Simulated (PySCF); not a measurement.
# Working out the ionisation energy of Te²⁺

Te²⁺ [Kr] 4d10 5s2 5p2 (3P) → Te³⁺ [Kr] 4d10 5s2 5p1 (2P). All numbers are calculated (PySCF 2.14, the spin-free X2C one-electron Hamiltonian (Gaussian nucleus), in x2c-TZVPPall). Frozen: [Kr] 4d10. Energies in hartree (1 hartree = 27.21139 eV):

```
            part  Te²⁺ (lower)  Te³⁺ (upper)
             UHF  -6789.894794  -6788.905195
CCSD correlation     -0.057414     -0.045378
             (T)     -0.001106     -0.000489
```

Task: What does Hartree-Fock give?

Result: (-6788.905195) − (-6789.894794) = 0.989599 hartree = 26.928 eV.

Task: What do CCSD and CCSD(T) give?

Result: The CCSD correlation energies differ by 0.012036 hartree = 0.328 eV and the triples by 0.000617 hartree = 0.017 eV, so CCSD gives 27.256 eV and CCSD(T) 27.273 eV.

Reference: 27.84 ± 0.04 eV (measured; NIST Atomic Spectra Database, ionization energies), between the lowest levels; spin-orbit coupling is absent from the calculation.

What remains against the reference includes basis incompleteness, the frozen core and higher excitations.
